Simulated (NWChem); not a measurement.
Program: NWChem. System: CH6OSi, charge 0, spin multiplicity 1, at a geometry optimised with PBE0/def2-SVP. The structure started from a generated list of species. Level: RHF/cc-pVTZ.

NWChem printed:

```
             Northwest Computational Chemistry Package (NWChem) 7.3.0
             --------------------------------------------------------

                                NWChem Input Module
                                -------------------

 Scaling coordinates for geometry "geometry" by  1.889725989
 (inverse scale =  0.529177249)

 Turning off AUTOSYM since
 SYMMETRY directive was detected!

                             Geometry "geometry" -> ""
                             -------------------------

 Output coordinates in angstroms (scale by  1.889725989 to convert to a.u.)

  No.       Tag          Charge          X              Y              Z
 ---- ---------------- ---------- -------------- -------------- --------------
    1 Si                  14.0000    -0.13133400    -1.06126100     0.00000000
    2 O                    8.0000     0.57803900     0.44283200     0.00000000
    3 C                    6.0000    -0.13463100     1.64700000     0.00000000
    4 H                    1.0000     0.97629100    -2.05325100     0.00000000
    5 H                    1.0000    -0.99078100    -1.25000200     1.21230200
    6 H                    1.0000    -0.99078100    -1.25000200    -1.21230200
    7 H                    1.0000    -0.77715400     1.75176900     0.89451500
    8 H                    1.0000     0.58172200     2.48271900     0.00000000
    9 H                    1.0000    -0.77715400     1.75176900    -0.89451500

 Effective nuclear repulsion energy (a.u.)     117.2781283407

            Nuclear Dipole moment (a.u.)
            ----------------------------
        X                 Y               Z
 ---------------- ---------------- ----------------
    -0.0000132281     0.0000075589     0.0000000000

      Symmetry information
      --------------------

 Group name             Cs
 Group number              2
 Group order               2
 No. of unique centers     7

      Symmetry unique atoms

     1    2    3    4    5    7    8


 Summary of "ao basis" -> "" (spherical)
 ------------------------------------------------------------------------------
       Tag                 Description            Shells   Functions and Types
 ---------------- ------------------------------  ------  ---------------------
 *                          cc-pvtz                   on all atoms

 Summary of "ao basis" -> "ao basis" (spherical)
 ------------------------------------------------------------------------------
       Tag                 Description            Shells   Functions and Types
 ---------------- ------------------------------  ------  ---------------------
 Si                         cc-pvtz                 12       34   5s4p2d1f
 O                          cc-pvtz                 10       30   4s3p2d1f
 C                          cc-pvtz                 10       30   4s3p2d1f
 H                          cc-pvtz                  6       14   3s2p1d

                                 NWChem SCF Module
                                 -----------------

  ao basis        = "ao basis"
  functions       =   178
  atoms           =     9
  closed shells   =    17
  open shells     =     0
  charge          =   0.00
  wavefunction    = RHF
  use symmetry    = T
  symmetry adapt  = T

 Summary of "ao basis" -> "ao basis" (spherical)
 ------------------------------------------------------------------------------
       Tag                 Description            Shells   Functions and Types
 ---------------- ------------------------------  ------  ---------------------
 Si                         cc-pvtz                 12       34   5s4p2d1f
 O                          cc-pvtz                 10       30   4s3p2d1f
 C                          cc-pvtz                 10       30   4s3p2d1f
 H                          cc-pvtz                  6       14   3s2p1d

      Symmetry analysis of basis
      --------------------------

        a'        111
        a"         67

 Forming initial guess at       0.1s

      Superposition of Atomic Density Guess
      -------------------------------------

 Sum of atomic energies:        -404.29098542

      Non-variational initial energy
      ------------------------------
[...]
    11 a'         12 a"         13 a'         14 a"         15 a'
    16 a'         17 a"         18 a'         19 a'         20 a'
    21 a"         22 a'         23 a'         24 a"         25 a'
    26 a'         27 a"

 Starting SCF solution at       3.5s

 ----------------------------------------------
         Quadratically convergent ROHF

 Convergence threshold     :          1.000E-07
 Maximum no. of iterations :          100
 Final Fock-matrix accuracy:          1.000E-09
 ----------------------------------------------

              iter       energy          gnorm     gmax       time
             ----- ------------------- --------- --------- --------
                 1     -405.1820808316  9.09D-01  1.44D-01      4.5
                 2     -405.2285302901  3.27D-01  5.63D-02      6.7
                 3     -405.2368672450  1.47D-02  2.66D-03      9.5
                 4     -405.2368914811  1.29D-04  2.89D-05     14.1
                 5     -405.2368914834  1.25D-08  1.83D-09     22.1

       Final RHF  results
       ------------------

         Total SCF energy =   -405.236891483437
      One-electron energy =   -792.432648916717
      Two-electron energy =    269.917629092564
 Nuclear repulsion energy =    117.278128340716

        Time for solution =     18.6s

       Symmetry analysis of molecular orbitals - final
       -----------------------------------------------

  Numbering of irreducible representations:

     1 a'          2 a"

  Orbital symmetries:

     1 a'          2 a'          3 a'          4 a'          5 a'
     6 a'          7 a"          8 a'          9 a'         10 a'
    11 a"         12 a'         13 a'         14 a"         15 a'
    16 a'         17 a"         18 a'         19 a'         20 a'
    21 a"         22 a'         23 a"         24 a'         25 a'
    26 a'         27 a"

             Final eigenvalues
             -----------------

              1
    1  -68.7986
    2  -20.5519
    3  -11.2834
    4   -6.1425
    5   -4.2491
    6   -4.2490
    7   -4.2488
    8   -1.3541
    9   -0.9287
   10   -0.7317
   11   -0.6338
   12   -0.6263
   13   -0.6107
   14   -0.4975
   15   -0.4939
   16   -0.4606
   17   -0.4380
   18    0.1273
   19    0.1609
   20    0.1832
   21    0.1858
   22    0.1977
   23    0.2167
   24    0.2179
   25    0.2787
   26    0.3067
   27    0.3122

                       ROHF Final Molecular Orbital Analysis
                       -------------------------------------

 Vector   15  Occ=2.000000D+00  E=-4.938841D-01  Symmetry=a'
              MO Center=  3.5D-01, -1.7D-01,  9.7D-15, r^2= 4.1D+00
   Bfn.  Coefficient  Atom+Function         Bfn.  Coefficient  Atom+Function
  ----- ------------  ---------------      ----- ------------  ---------------
    10      0.211452  1 Si py                96     -0.198837  4 H  s
     9     -0.186474  1 Si px               152      0.178677  8 H  s
    42     -0.158791  2 O  px

 Vector   16  Occ=2.000000D+00  E=-4.605952D-01  Symmetry=a'
              MO Center=  1.6D-01, -2.6D-01,  3.0D-15, r^2= 3.6D+00
   Bfn.  Coefficient  Atom+Function         Bfn.  Coefficient  Atom+Function
  ----- ------------  ---------------      ----- ------------  ---------------
    42     -0.265406  2 O  px                 9      0.242782  1 Si px
    45     -0.228579  2 O  px                39     -0.207532  2 O  px
    96      0.161862  4 H  s

 Vector   17  Occ=2.000000D+00  E=-4.379873D-01  Symmetry=a"
              MO Center= -1.9D-01,  2.7D-02, -2.6D-13, r^2= 3.1D+00
   Bfn.  Coefficient  Atom+Function         Bfn.  Coefficient  Atom+Function
  ----- ------------  ---------------      ----- ------------  ---------------
    44      0.319018  2 O  pz                47      0.270585  2 O  pz
    41      0.246906  2 O  pz                11     -0.177524  1 Si pz

 Vector   18  Occ=0.000000D+00  E= 1.273221D-01  Symmetry=a'
              MO Center= -3.8D-01, -7.2D-02, -1.4D-16, r^2= 7.3D+00
   Bfn.  Coefficient  Atom+Function         Bfn.  Coefficient  Atom+Function
  ----- ------------  ---------------      ----- ------------  ---------------
    68      2.482986  3 C  s                 16     -1.130678  1 Si py
   139     -0.812081  7 H  s                167     -0.812081  9 H  s
   153     -0.592063  8 H  s                 97     -0.553505  4 H  s
     5      0.550266  1 Si s                111     -0.493601  5 H  s
   125     -0.493601  6 H  s                 15     -0.409873  1 Si px

 Vector   19  Occ=0.000000D+00  E= 1.608903D-01  Symmetry=a'
              MO Center= -2.5D-01,  5.9D-01, -2.0D-14, r^2= 8.9D+00
   Bfn.  Coefficient  Atom+Function         Bfn.  Coefficient  Atom+Function
  ----- ------------  ---------------      ----- ------------  ---------------
    68      2.317093  3 C  s                153     -1.191736  8 H  s
   139     -0.944946  7 H  s                167     -0.944946  9 H  s
    16      0.735773  1 Si py                38     -0.614488  2 O  s
    15      0.594835  1 Si px                76      0.402834  3 C  py
     5      0.284412  1 Si s                 97     -0.259880  4 H  s

 Vector   20  Occ=0.000000D+00  E= 1.831717D-01  Symmetry=a'
              MO Center= -7.5D-01, -1.1D+00,  6.2D-15, r^2= 5.2D+00
   Bfn.  Coefficient  Atom+Function         Bfn.  Coefficient  Atom+Function
  ----- ------------  ---------------      ----- ------------  ---------------
    15      1.830987  1 Si px               111      1.586429  5 H  s
   125      1.586429  6 H  s                  5     -1.432875  1 Si s
    97     -1.085325  4 H  s                 16     -0.872536  1 Si py
   139      0.421074  7 H  s                167      0.421074  9 H  s
    75      0.261229  3 C  px                 3     -0.258537  1 Si s

 center of mass
 --------------
 x =   0.05979640 y =  -0.04264464 z =   0.00000000

 moments of inertia (a.u.)
 ------------------
         326.884748047730         -16.300761760390           0.000000000000
         -16.300761760390          53.763166865006           0.000000000000
           0.000000000000           0.000000000000         347.971324176509

  Mulliken analysis of the total density
  --------------------------------------

    Atom       Charge   Shell Charges
 -----------   ------   -------------------------------------------------------
    1 Si  14    13.56   2.00  1.93  0.79  0.13  0.20  5.50  1.49  0.57  0.41  0.26  0.21  0.07
    2 O    8     8.42   1.95  0.99  0.22  0.54  1.26  2.25  1.18  0.00  0.02  0.00
    3 C    6     6.04   1.96  0.81  0.16  0.29  0.78  1.47  0.44  0.03  0.09  0.01
    4 H    1     1.05   0.24  0.54  0.25  0.00  0.01  0.00
    5 H    1     1.08   0.24  0.54  0.28  0.00  0.01  0.00
    6 H    1     1.08   0.24  0.54  0.28  0.00  0.01  0.00
    7 H    1     0.94   0.27  0.52  0.12  0.01  0.01  0.00
    8 H    1     0.90   0.27  0.51  0.10  0.01  0.02  0.00
    9 H    1     0.94   0.27  0.52  0.12  0.01  0.01  0.00

       Multipole analysis of the density wrt the origin
       ------------------------------------------------

     L   x y z        total         open         nuclear
     -   - - -        -----         ----         -------
     0   0 0 0     -0.000000      0.000000     34.000000

     1   1 0 0     -0.375976      0.000000     -0.000013
     1   0 1 0      0.234740      0.000000      0.000008
     1   0 0 1     -0.000000      0.000000      0.000000

     2   2 0 0    -21.776031      0.000000     26.733136
     2   1 1 0     -0.504906      0.000000      6.651231
     2   1 0 1     -0.000000      0.000000      0.000000
     2   0 2 0    -18.810225      0.000000    190.175019
     2   0 1 1     -0.000000      0.000000      0.000000
     2   0 0 2    -21.110422      0.000000     16.211441

 Task  times  cpu:       22.1s     wall:       22.1s

 Total times  cpu:       22.1s     wall:       22.1s
```

Q: Write an NWChem input that would produce this output.

A: This is not unique; one that fits is 
```
start mol
memory heap 200 mb stack 900 mb global 1100 mb
geometry units angstroms nocenter noautoz
  Si    -0.131334    -1.061261     0.000000
  O      0.578039     0.442832     0.000000
  C     -0.134631     1.647000     0.000000
  H      0.976291    -2.053251     0.000000
  H     -0.990781    -1.250002     1.212302
  H     -0.990781    -1.250002    -1.212302
  H     -0.777154     1.751769     0.894515
  H      0.581722     2.482719     0.000000
  H     -0.777154     1.751769    -0.894515
  symmetry group Cs
end
basis spherical
  * library cc-pvtz
end
scf
  rhf
  nopen 0
  maxiter 100
  thresh 1e-7
  semidirect memsize 60000000 filesize 0
end
task scf energy
```
